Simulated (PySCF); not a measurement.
Species: `CCC/C(Cl)=C(/C)[SiH3]`. The columns A, B, C and D hold Mulliken, IAO, Hirshfeld and ESP-fitted charges (e) of one PBE0/pcSseg-1 density (PySCF), in a shuffled order. Coordinates in Å (GFN2-xTB); the density's dipole moment is (0.03, 1.08, 0.47) D.

| atom | x | y | z | A | B | C | D |
| --- | --- | --- | --- | --- | --- | --- | --- |
| C1 | 3.082 | 0.638 | 0.391 | -0.115 | -0.418 | -0.401 | -0.265 |
| C2 | 1.813 | -0.198 | 0.499 | -0.067 | -0.243 | +0.271 | -0.266 |
| C3 | 0.902 | 0.002 | -0.718 | -0.074 | -0.260 | -0.205 | -0.146 |
| C4 | -0.339 | -0.823 | -0.603 | +0.026 | +0.008 | -0.225 | -0.165 |
| Cl5 | -0.042 | -2.507 | -0.992 | -0.020 | -0.067 | -0.062 | -0.104 |
| C6 | -1.536 | -0.401 | -0.214 | -0.100 | -0.282 | +0.160 | -0.442 |
| C7 | -2.725 | -1.307 | -0.091 | -0.126 | -0.419 | -0.509 | -0.173 |
| Si8 | -1.844 | 1.415 | 0.222 | +0.311 | +0.589 | +0.291 | +0.512 |
| H9 | 2.838 | 1.695 | 0.316 | +0.039 | +0.136 | +0.094 | +0.108 |
| H10 | 3.709 | 0.491 | 1.267 | +0.043 | +0.145 | +0.100 | +0.120 |
| H11 | 3.653 | 0.354 | -0.491 | +0.041 | +0.138 | +0.095 | +0.110 |
| H12 | 1.263 | 0.079 | 1.401 | +0.034 | +0.134 | -0.029 | +0.126 |
| H13 | 2.075 | -1.255 | 0.580 | +0.030 | +0.140 | -0.013 | +0.133 |
| H14 | 0.633 | 1.056 | -0.800 | +0.042 | +0.137 | +0.093 | +0.140 |
| H15 | 1.449 | -0.283 | -1.620 | +0.040 | +0.151 | +0.123 | +0.139 |
| H16 | -3.074 | -1.321 | 0.941 | +0.045 | +0.151 | +0.149 | +0.130 |
| H17 | -2.491 | -2.325 | -0.392 | +0.029 | +0.155 | +0.150 | +0.136 |
| H18 | -3.541 | -0.937 | -0.710 | +0.045 | +0.149 | +0.152 | +0.129 |
| H19 | -3.212 | 1.518 | 0.732 | -0.073 | -0.111 | -0.080 | -0.083 |
| H20 | -1.706 | 2.247 | -0.976 | -0.075 | -0.114 | -0.085 | -0.065 |
| H21 | -0.915 | 1.877 | 1.257 | -0.074 | -0.117 | -0.070 | -0.075 |

Problem. Which column most likely holds the ESP-fitted charges?

Solution. C. Σ q r misses the density's dipole by 0.05 D (C), 0.62 D (A), 0.76 D (B), 2.02 D (D). Charges fitted to the outside potential are the only set here that is tied to the molecule's multipoles.

Problem. And the Hirshfeld charges?

Solution. A. The mean sizes are 0.069 e (A), 0.160 e (C), 0.170 e (D), 0.193 e (B), and Hirshfeld charges are commonly the smallest of these schemes.

As computed, A = Hirshfeld, B = IAO, C = ESP-fitted, D = Mulliken. Hydrogens on carbon: Hirshfeld +0.03 to +0.05, IAO +0.13 to +0.15, ESP-fitted -0.03 to +0.15, Mulliken +0.11 to +0.14 e.

The IAO scheme counts the electrons in orthogonalised intrinsic atomic orbitals, a minimal basis polarised so that it spans the occupied orbitals exactly. The ESP scheme fits charges at the nuclei, held to the total charge, to the electrostatic potential on points at 1.4 to 2.0 times the van der Waals radii.

The structure is a single GFN2-xTB conformer in the gas phase; no vibrational or solvent corrections.

These values come from a run that also computed NMR shieldings. Time: 47 s wall (with the writing of density and orbital grids); peak memory 0.96 GiB. Hardware: one thread of an Arm Neoverse V2 (shared host).

Shape of the structure used: `[CH3:1][CH2:2][CH2:3]/[C:4]([Cl:5])=[C:6](/[CH3:7])[SiH3:8]`: C1–C2–C3–C4 180°, C2–C3–C4–Cl5 -78°.
